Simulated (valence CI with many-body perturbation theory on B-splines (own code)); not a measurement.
Values are calculated unless marked as measured or tabulated.
**Hyperfine factors and g values of Sn¹⁹⁺**

Method: relativistic CI+MBPT: three valence electrons over a frozen Dirac-Fock core [Ar] 3d10, radial functions for each j: 11 s, 11 p, 10 d, 8 f, 5 g, 2 h, with the one-electron correlation potential Σ1 (screened to all orders), the two-electron term Σ2, the three-electron term Σ3, Breit, model QED; selected single and double excitations, second order for the rest, scaled by the run's own slope (own B-spline code, finite nucleus).

No measured spectrum was set against this ion. As an estimate, levels hold to about 250 cm⁻¹ or 0.2 % of their energy and the worst to 1 %, as in measured heavy ions of charge 2 to 7; those with d or f electrons hold less well.

A/g_I is the dipole constant over the nuclear g factor μ/I (μ in nuclear magnetons, uniformly magnetised nucleus), B/Q the quadrupole constant per barn. Both hold the static response of the core; the bare values leave it out. Large factors of s and p1/2 electrons are usually good to 5 to 10 %; those of open d and f shells near neutrality can be off by tens of per cent, and small factors of p3/2, d and f electrons come from cancelling terms and can be off by a factor of two or in sign, in half-filled shells by more. B is blank for J = 1/2, where it vanishes, and for nearly pure S terms. Energies count from the lowest level.

Names give the largest LS component (configuration and term), which can be under half, so a name can repeat, a term be missing and a line seem to break the LS rules; names also repeat where a configuration has a term twice. Letters in brackets count levels of one name in rising energy.

| Level | E (cm⁻¹) | g | A/g_I (MHz) | A/g_I bare | B/Q (MHz/b) | B/Q bare |
| --- | --- | --- | --- | --- | --- | --- |
| 4s2 4p 2P°_1/2 | 0 | 0.664 | 64600 | 61400 |  |  |
| 4s2 4p 2P°_3/2 | 88439 | 1.333 | 10800 | 10100 | 20000 | 18900 |
| 4s 4p2 4P_1/2 | 328960 | 2.537 | 166000 | 158000 |  |  |
| 4s 4p2 4P_3/2 | 382490 | 1.710 | 55300 | 52500 | 16300 | 15400 |
| 4s 4p2 4P_5/2 | 409950 | 1.482 | 60400 | 57300 | -4580 | -4320 |
| 4s 4p2 2D_3/2 | 461170 | 0.868 | -6880 | -6520 | 22800 | 21500 |
| 4s 4p2 2P_1/2 | 494940 | 1.164 | 5890 | 5650 |  |  |
| 4s 4p2 2D_5/2 | 500130 | 1.316 | 53200 | 50500 | 22700 | 21400 |
| 4s 4p2 2S_1/2 | 583040 | 1.632 | 194000 | 184000 |  |  |
| 4s 4p2 2P_3/2 | 591130 | 1.284 | -22000 | -20900 | -16200 | -15300 |
| 4s2 4d 2D_3/2 | 714430 | 0.801 | 2620 | 2640 | 4470 | 4210 |
| 4s2 4d 2D_5/2 | 729810 | 1.200 | 4750 | 4630 | 5900 | 5550 |
| 4p3 2P°_3/2 [a] | 820290 | 1.370 | 8130 | 7870 | 16600 | 15600 |
| 4p3 4S°_3/2 | 882040 | 1.438 | -2050 | -1750 | 61.3 | 57.3 |
| 4p3 2D°_5/2 | 887210 | 1.197 | 22100 | 21100 | -3270 | -3090 |
| 4p3 2P°_1/2 | 938360 | 0.664 | 61800 | 58400 |  |  |
| 4s 4p 4d 4F°_3/2 | 970830 | 0.459 | -20900 | -19800 | 7170 | 6730 |
| 4s 4p 4d 4F°_5/2 | 987820 | 1.047 | 29300 | 27900 | 3570 | 3340 |
| 4p3 2P°_3/2 [b] | 997700 | 1.300 | 8410 | 8100 | -16700 | -15700 |
| 4s 4p 4d 4F°_7/2 | 1015900 | 1.252 | 34700 | 33000 | 3780 | 3520 |
| 4s 4p 4d 4P°_5/2 | 1029000 | 1.456 | 35300 | 33700 | 4800 | 4490 |
| 4s 4p 4d 4D°_3/2 | 1036100 | 1.362 | 22500 | 21600 | 3550 | 3340 |
| 4s 4p 4d 4D°_1/2 | 1039300 | 0.332 | -73900 | -69900 |  |  |
| 4s 4p 4d 4F°_9/2 | 1068300 | 1.333 | 29200 | 27800 | 24500 | 23000 |
| 4s 4p 4d 2F°_5/2 [a] | 1076500 | 0.996 | 13700 | 13100 | 8230 | 7770 |
| 4s 4p 4d 2D°_3/2 [a] | 1084700 | 0.877 | -22000 | -20800 | -1390 | -1310 |
| 4s 4p 4d 4P°_1/2 | 1096800 | 2.362 | 115000 | 109000 |  |  |
| 4s 4p 4d 4D°_5/2 | 1099300 | 1.315 | 34900 | 33200 | -1080 | -1010 |
| 4s 4p 4d 4D°_7/2 | 1099800 | 1.389 | 34100 | 32500 | -2540 | -2380 |
| 4s 4p 4d 4P°_3/2 | 1100400 | 1.511 | 45300 | 43100 | -6660 | -6260 |
| 4s 4p 4d 2D°_5/2 [a] | 1122100 | 1.242 | 41400 | 39400 | -4920 | -4660 |
| 4s 4p 4d 2P°_3/2 [a] | 1156600 | 1.112 | -3840 | -3580 | -2400 | -2270 |
| 4s 4p 4d 2F°_7/2 [a] | 1162100 | 1.143 | -2500 | -2280 | 24200 | 22800 |
| 4s 4p 4d 2F°_7/2 [b] | 1184200 | 1.165 | 27900 | 26600 | 18700 | 17600 |
| 4s 4p 4d 2F°_5/2 [b] | 1185700 | 0.884 | -13000 | -12300 | 17200 | 16200 |
| 4s 4p 4d 2P°_1/2 [a] | 1201800 | 0.640 | -68700 | -65000 |  |  |
| 4s 4p 4d 2P°_1/2 [b] | 1212200 | 0.661 | 21700 | 20800 |  |  |
| 4s 4p 4d 2D°_3/2 [b] | 1226800 | 0.979 | 12000 | 11400 | -14900 | -14100 |
| 4s 4p 4d 2P°_3/2 [b] | 1227100 | 1.316 | 36400 | 34800 | 5670 | 5330 |
| 4s 4p 4d 2D°_5/2 [b] | 1233300 | 1.168 | -13200 | -12400 | -12600 | -11900 |

(1) Take the isotope of mass number 119, with I = 1/2, μ = -1.0459 μN. What is the hyperfine structure of 4s 4p2 2D_5/2?

Results:

(1) From the table A = -111000 MHz. Shifts from the centre of gravity in MHz: F = 2: 194000, F = 3: -139000.
